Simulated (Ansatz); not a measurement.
ClFGeH₂O₂, SMILES `[OH][Ge]([OH])([F])[Cl]`, relaxed with RKS PBE0-D4/def2-TZVP in Ansatz 0.2.0 from a GFN2-xTB geometry. The force threshold is 0.005 eV/Å; the program also tests the step.

Charge 0, multiplicity 1.

Start:

```xyz
7

O    -1.002    1.312   -0.169
Ge    0.066    0.078    0.319
O    -0.088   -1.262   -0.748
F     1.696    0.669    0.041
Cl   -0.200   -0.353    2.313
H    -0.998    1.547   -1.098
H     0.525   -1.990   -0.657
```

```
step  energy (eV)  largest force (eV/Å)  largest move (Å)
   1  -75873.6708                 1.942             0.000
   2  -75873.7494                 0.736             0.051
   3  -75873.7671                 0.183             0.020
   4  -75873.7709                 0.104             0.023
   5  -75873.7727                 0.069             0.026
   6  -75873.7733                 0.042             0.020
   7  -75873.7741                 0.103             0.032
   8  -75873.7748                 0.154             0.033
   9  -75873.7758                 0.009             0.040
  10  -75873.7759                 0.012             0.018
  11  -75873.7759                 0.008             0.008
  12  -75873.7759                 0.006             0.007
  13  -75873.7759                 0.005             0.003
```

End:

```xyz
7

O    -0.948    1.400   -0.176
Ge    0.110    0.107    0.302
O    -0.154   -1.254   -0.762
F     1.762    0.568    0.153
Cl   -0.204   -0.311    2.344
H    -1.127    1.388   -1.121
H     0.560   -1.898   -0.739
```

It took 36 s on 2 threads of an AMD EPYC 7R13 on a shared host and a share of an NVIDIA H100 80 GB, with 0.86 GiB of host memory at the peak.
